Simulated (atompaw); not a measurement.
# Scattering properties, PAW (atompaw) potential for Ar

atompaw 4.2.0.5 input, output lines left out:

```
Ar 18
GGA-PBESOL scalarrelativistic loggrid 1500 logderivrange -4 5 226
3 3 0 0 0 0
0 0 0
c
c
v
c
v
2
1.20 1.05 1.20 0.95
y
2.4
n
y
1.85
n
y
0.25
n
custom rrkj gramschmidtortho besselshape
3 -0.5 troulliermartins
1.10
1.10
1.20
1.20
0.95
```

The phase is arctan(r·u′/u) with u = r·R(r), unwrapped; energies in Ry, scanned from -4 to 5 Ry. A pole is an energy at which the radial function vanishes at the test radius. The pseudo phase is shifted by a multiple of π to meet the all-electron one at the reference energy, and phase errors are pseudo minus all-electron; the curves can meet again beyond the range given. Levels narrower than the energy grid can be missing from the lists of poles.

| channel | radius (bohr) | reference energy (Ry) | poles, all-electron | poles, pseudo | unbroken range about the reference energy with phases within 0.05 rad | phase error 1 Ry above the reference energy (rad) |
| --- | --- | --- | --- | --- | --- | --- |
| s | 1.21 | -1.78 | none | none | the whole range | -0.000 |
| p | 1.21 | -0.75 | none | none | the whole range | -0.000 |
| d | 1.21 | 0.25 | none | none | the whole range | +0.000 |

Phases in the p channel:

```csv
E (Ry),all-electron,pseudo
-4.00,1.005,1.005
-3.52,0.952,0.952
-3.04,0.886,0.886
-2.56,0.803,0.803
-2.08,0.696,0.696
-1.60,0.557,0.557
-1.12,0.377,0.377
-0.64,0.151,0.151
-0.16,-0.109,-0.110
0.32,-0.375,-0.375
0.80,-0.613,-0.613
1.28,-0.806,-0.807
1.76,-0.957,-0.957
2.24,-1.073,-1.073
2.72,-1.163,-1.163
3.20,-1.234,-1.234
3.68,-1.291,-1.292
4.16,-1.339,-1.339
4.64,-1.378,-1.378
```
